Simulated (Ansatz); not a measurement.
```yaml
crystal:
  periodic: [false, false, false]
  atoms:
    - {symbol: F, position_ang: [-1.710442, -1.987189, 0.024951]}
    - {symbol: Sn, position_ang: [0.149642, -2.468844, 0.323750]}
    - {symbol: O, position_ang: [0.838937, -0.638448, 0.178942]}
    - {symbol: Si, position_ang: [0.309237, 0.892160, -0.082608]}
    - {symbol: H, position_ang: [-0.343299, 1.013235, -1.414118]}
    - {symbol: H, position_ang: [-0.661134, 1.310308, 0.964687]}
    - {symbol: H, position_ang: [1.478159, 1.810678, -0.041203]}
basis:
  gaussian: {orbitals: def2-SVP}
hamiltonian: {xc: {name: revPBE0}, dispersion: d4, pseudopotentials: {relativity: scalar}}
scf: {lower_state_search: full}
```

```sh
$ ansatz run in.yaml --threads 2 --pin off --events-out ev --progress --plain --max-ram 32768MiB --backend cpu
```

Output, abridged:

```
Functional definition: revPBE0
913 factors; integrals over basis functions are off by at most 1.2e-3 eV
mean field evaluation 1: about -18526.5130 eV, gradient 6.2e1 eV
mean field evaluation 2: about -18526.5654 eV, gradient 6.2e1 eV
mean field evaluation 4: about -18532.7603 eV, gradient 1.9e1 eV
mean field evaluation 8: about -18533.4993 eV, gradient 1.3e0 eV
mean field evaluation 16: about -18533.5044 eV, gradient 5.6e-5 eV
mean field -18533.50441507 eV, -681.0937247934 hartree, gradient 9.1e-6 eV, S^2 0.000000; 0 other end points of the search recorded, 0 dependent functions left out
reference -18533.50445064 eV, -681.0937261006 hartree; 28, 28 occupied and 59, 59 virtual orbitals, 913 factors
Total energy: -18533.89108332 eV, -681.1079345895 hartree
Relativity: scalar
```

It took 2.5 s on 2 threads of a server CPU on a shared host, with 0.39 GiB of host memory at the peak.
